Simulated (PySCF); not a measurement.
Compound: silole, C4H6Si.
InChI=1S/C4H6Si/c1-2-4-5-3-1/h1-4H,5H2

The closed-shell ground state was solved at several levels (PySCF, density fitting, gas phase, non-relativistic). Geometry: PBE0-D3(BJ)/def2-SVP; no solvent, vibrations or thermal averaging.

```json
{"level": "B3LYP/def2-TZVP", "basis functions": "197", "HOMO (eV)": "-6.58", "LUMO (eV)": "-1.77", "gap (eV)": "4.81", "dipole (D)": "0.66"}
{"level": "PBE0/pcSseg-0", "basis functions": "61", "HOMO (eV)": "-6.92", "LUMO (eV)": "-1.51", "gap (eV)": "5.41", "dipole (D)": "0.37"}
{"level": "PBE0/6-311+G(2d,p)", "basis functions": "179", "HOMO (eV)": "-6.82", "LUMO (eV)": "-1.61", "gap (eV)": "5.21", "dipole (D)": "0.66"}
{"level": "PBE0/aug-cc-pVDZ", "basis functions": "173", "HOMO (eV)": "-6.81", "LUMO (eV)": "-1.58", "gap (eV)": "5.23", "dipole (D)": "0.63"}
{"level": "wB97X-D/pcSseg-2", "basis functions": "271", "HOMO (eV)": "-8.63", "LUMO (eV)": "0.15", "gap (eV)": "8.78", "dipole (D)": "0.63"}
```

Problem. Estimate the row for mPW1PW91/pcSseg-2, a basis of 271 functions; the other rows only guide the guess.

Solution. HOMO -6.85 eV, LUMO -1.64 eV, gap 5.21 eV, dipole 0.63 D.

Problem. Over all these levels, which gives the widest orbital gap and which the narrowest?

Solution. wB97X-D/pcSseg-2 (range-separated hybrid) has the widest, 8.78 eV, and B3LYP/def2-TZVP (global hybrid, 20 % exact exchange) the narrowest, 4.81 eV. Functional and basis both differ between the two, so the spread mixes both effects.

Problem. How much does the basis alone move the frontier levels among the 3 PBE0 rows?

Solution. The HOMO by 0.11 eV and the LUMO by 0.10 eV. By rising basis size (HOMO, LUMO in eV): pcSseg-0 -6.92, -1.51; aug-cc-pVDZ -6.81, -1.58; 6-311+G(2d,p) -6.82, -1.61.

Problem. How far do the dipole and the HOMO energy spread over the levels?

Solution. The dipole runs from 0.37 to 0.66 D (mean 0.60 D) and the HOMO from -8.63 to -6.58 eV.
